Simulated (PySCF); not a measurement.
C₂H₆BFO₂, SMILES OCB(CO)F. Geometry optimised at B3LYP-D3(BJ)/def2-SVP. This is a generated structure with no PubChem entry under its InChIKey; it may be hypothetical. Other conformers were not sampled.

Computed equilibrium geometry at B3LYP-D3(BJ)/def2-SVP (PySCF confirms it by a frequency run) as Cartesian coordinates in Å, and its point group (one conformer of several):
point group C2.
```xyz
12

O      2.5263     0.1379     0.0431
C      1.3848    -0.1570    -0.7391
B      0.0000     0.0000    -0.0129
F      0.0000     0.0000     1.3286
C     -1.3848     0.1570    -0.7391
O     -2.5263    -0.1379     0.0431
H      2.3726    -0.2031     0.9338
H      1.4121    -1.1957    -1.1526
H      1.4126     0.4874    -1.6369
H     -1.4121     1.1957    -1.1526
H     -1.4126    -0.4874    -1.6369
H     -2.3726     0.2031     0.9338
```
Charge 0, spin multiplicity 1.
